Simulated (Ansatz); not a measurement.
`F[CH2][Al]1[CH2][CH]1F` + `N=C=O` → `F[CH]1[CH2][AlH]1` + `O=C=NCF`  (formal exchange of groups at the Al–C bond)

Gas-phase electronic energies from Ansatz, PBE0-D4/def2-TZVP geometries. CCSD(T)/CBS adds triple-zeta CCSD(T) − MP2 to the extrapolated MP2 energy (def2 sets, frozen cores). This one scheme is used for every species. Functionals use def2-TZVPP. B3LYP here is the variant with VWN-RPA as its local correlation; programs differ in this. One conformer a species, not always the lowest.

`F[CH2][Al]1[CH2][CH]1F`:

Z-matrix (Å, degrees):
```
C
Al 1 1.978
F 1 1.392 2 111.9
H 1 1.097 2 111.1 3 121.0
H 1 1.097 2 110.7 3 -120.8
C 2 1.922 1 163.0 3 4.1
C 2 1.917 1 149.0 3 166.0
F 6 1.381 2 132.3 1 62.5
H 6 1.094 2 114.3 1 -89.4
H 7 1.088 2 140.9 1 79.2
H 7 1.100 2 102.6 1 -66.3
```

`N=C=O`:

```xyz
4

N    -0.505    0.260   -0.514
C     0.205    0.059    0.443
O     0.826   -0.021    1.420
H    -0.527   -0.298   -1.349
```

`F[CH]1[CH2][AlH]1`:

```xyz
8

F     0.910    1.612   -0.834
C     0.291    0.820    0.115
C     0.511   -0.701   -0.005
Al   -1.336   -0.204    0.086
H     0.583    1.177    1.107
H     0.631   -0.986   -1.061
H     1.281   -1.179    0.596
H    -2.872   -0.541   -0.004
```

`O=C=NCF`:

```xyz
7

O     1.954    1.047    1.445
C     1.282    0.447    0.711
N     0.687   -0.231   -0.084
C    -0.668   -0.338   -0.474
F    -1.468    0.539    0.215
H    -1.027   -1.351   -0.273
H    -0.760   -0.112   -1.540
```

Problem. Is it downhill or uphill in electronic energy at CCSD(T)/CBS, and by how much? (An estimate is asked.)

Solution. Computed: Uphill: ΔE = +0.25 eV.

Problem. What do these levels give: r2SCAN-D4, PBE0-D4, B3LYP-D4, ωB97M-V, B2PLYP, PBE, r2SCAN, B3LYP, CCSD/def2-TZVPP, CCSD(T)/def2-TZVPP, SCS-MP2/def2-QZVPP, CCSD/CBS(def2)? (An estimate is asked.)

Solution. The calculation gave: r2SCAN-D4 0.24, PBE0-D4 0.21, B3LYP-D4 0.23, ωB97M-V 0.24, B2PLYP 0.22, PBE 0.26, r2SCAN 0.24, B3LYP 0.23, CCSD/def2-TZVPP 0.20, CCSD(T)/def2-TZVPP 0.21, SCS-MP2/def2-QZVPP 0.20, CCSD/CBS(def2) 0.23 eV.

Largest T1 diagnostic among the species: 0.018.

In def2-TZVPP, CCSD(T) changes the Hartree–Fock value by +0.13 eV (the triples alone add +0.01 eV) and MP2 by +0.13 eV. From PBE to PBE0 (25 % exact exchange), in def2-TZVPP and without D4, ΔE moves by −0.05 eV.
